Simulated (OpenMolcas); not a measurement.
# Pd2+ in KZnF3

Pd2+ with its 6 nearest fluoride ions at 2.12 Å, on the Zn site of KZnF3 (a = 4.054 Å, distance in the model lattice 2.027 Å). The rest of the host is ab initio model potentials to 7.6 Å, with orthogonalisation functions on the cations behind the ligands, and point charges beyond; the distance is set by hand and nothing relaxes. Ligand basis ANO-RCC-VDZP.
```
Pd    0.0000    0.0000    0.0000
F     2.1200    0.0000    0.0000
F     0.0000    2.1200    0.0000
F    -2.1200    0.0000    0.0000
F     0.0000   -2.1200    0.0000
F     0.0000    0.0000    2.1200
F     0.0000    0.0000   -2.1200
```

```json
{"Program": "OpenMolcas 26.06", "Method": "SS-CASPT2, IPEA 0.25 Eh, imaginary shift 0.1 Eh (closed shells correlated: 4s 4p and the ligand valence shells)", "Basis": "ANO-RCC-VTZP [7s6p4d2f1g]", "Scalar Hamiltonian": "DKH2, point nucleus", "Active space": "8 electrons in 5 orbitals (4d)", "State averaging": "2S+1 = 3 even, 10 roots; 2S+1 = 1 even, 15 roots", "Spin-orbit coupling": "RASSI with atomic mean-field integrals over the reference wave functions"}
```

The lowest spin-free states (labels of O, the rotations of Oh), above the lowest:

```csv
State,Degeneracy,E (cm-1)
3A2,1,0
1E,2,9410
3T2,3,15190
1A1,1,17970
3T1,3,21280
1T2,3,24940
1T1,3,28350
3T1,3,32370
1E,2,42200
1T2,3,42310
1A1,1,58610
```

The lowest levels with spin-orbit coupling:

```tsv
E (cm-1)	Degeneracy	Label	2S+1
0	3	T2	3
9050	2	E	1
14810	3	T1	3
14820	2	E	3
15740	3	T2	3
16270	1	A2	3
17260	1	A1	1 (74 %)
21130	3	T1	3
21200	1	A1	3 (74 %)
22400	3	T2	3
22900	2	E	3
24800	3	T2	1
28810	3	T1	1
32660	2	E	3
33050	1	A1	3
33110	3	T1	3
33120	3	T2	3
42770	2	E	1
42870	3	T2	1
59390	1	A1	1
```

Powder χT (cm3 K/mol): 1.33 at 2 K, 1.33 at 10 K, 1.33 at 50 K, 1.34 at 100 K, 1.35 at 200 K, 1.36 at 300 K. The effective moment at 300 K is 2.828 √(χT) = 3.30 μB.

The lowest level has 2S+1 = 3, for which the spin-only value is χT = S(S+1) / 2 = 1.000 cm3 K/mol (g = 2). The computed 1.360 at 300 K differs by +0.360, through orbital momentum, spin-orbit coupling and any other state in reach.

Roots that are degenerate in the reference are averaged as groups; the widest CASPT2 spread within a group is 29 cm-1 (the 3-fold group of multiplicity 3 near 15200 cm-1 above the lowest state of its run). Shifts and gaps below about the spread of the groups concerned are not significant. Over all roots computed the reference weight is 0.72 to 0.73; a low but even weight reflects the number of correlated electrons. Real 4d8 and 5d8 ions are as a rule square planar and diamagnetic. Ligand-to-metal charge-transfer states are missing. With no ligand orbital active B as a rule stays too high, so bands that hang on it stand too high and its fall with covalency is understated. With one d shell and no ligand orbital active, 10Dq can be off by a tenth or more. No measured value stands beside these numbers; the geometry was set by hand and not optimised.
